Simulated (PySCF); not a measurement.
**MCa for M along the fifth-period p block**

PBE0 with double-zeta basis sets in PySCF, for the lowest determinant that a PBE0 search found; no spin–orbit coupling. De refers to high-spin ground-configuration atoms. A positive dipole means M(−)Ca(+).

```tsv
M	basis	state (unpaired electrons)	Re (Å)	ωe (cm⁻¹)	De (eV)	μ (D)
In	def2-SVP	doublet (π ↑)	3.272	129	0.58	2.45
Te	def2-SVP	singlet (closed shell)	2.649	310	2.68	10.27
I	x2c-SVPall	doublet (σ ↑)	2.816	243	3.25	4.49
```

The shortest bond is that of CaTe (2.649 Å), the longest that of CaIn (3.272 Å). CaI is bound most strongly (3.25 eV) and CaIn least (0.58 eV).

The rows differ in basis set, which adds steps of its own.

The state changes along the series, so neighbouring rows are not always alike in their bonding.

These are scalar-relativistic numbers at best; spin–orbit coupling would shift them, the dissociation energy most. States were picked by a PBE0 search and need not be the measured ground states.
